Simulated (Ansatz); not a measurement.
Question: Predict a relaxed structure of B(PF3)H3 (BPH₃F₃), charge 0, singlet, at PBE-D4/def2-SVP (Ansatz).

Answer: 
| atom | x (Å) | y (Å) | z (Å) |
| --- | --- | --- | --- |
| B1 | -0.612 | 0.324 | -0.856 |
| F2 | 1.226 | -1.581 | 0.442 |
| F3 | -0.323 | -0.480 | 1.965 |
| F4 | 1.581 | 0.746 | 1.068 |
| P5 | 0.414 | -0.219 | 0.578 |
| H6 | -1.103 | 1.371 | -0.454 |
| H7 | -1.399 | -0.604 | -0.992 |
| H8 | 0.216 | 0.443 | -1.750 |
Point group C3v (tolerance 0.1 Å). This is one stationary point.

Another isomer (singlet) lies 1.86 eV lower at PBE0-D4/def2-TZVP; other spin states weren't run for this one.
